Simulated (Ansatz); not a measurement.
Ansatz results at the PBE0-D4/def2-TZVP geometry: HOMO energy (B3LYP/def2-TZVPP) -6.95 eV; HOMO–LUMO gap (B3LYP/def2-TZVPP) 6.91 eV; size of the dipole moment (ωB97M-V/def2-TZVPP) 1.69 D.

Each molecule was computed in one conformer, which needn't be the lowest.

Q: Which molecule gave them?
A. `CC/C=C(\F)Cl`
B. `C=CC(C)(F)Cl`
C. `F[SiH2]C(F)Cl`
D. `C/C(F)=C(/C)Cl`

A: A. The others give `C/C(F)=C(/C)Cl`: -6.61, 6.74, 0.37; `F[SiH2]C(F)Cl`: -8.27, 7.61, 1.26; `C=CC(C)(F)Cl`: -7.79, 7.00, 2.21.

B3LYP here is the variant with VWN-RPA as its local correlation; programs differ in this.
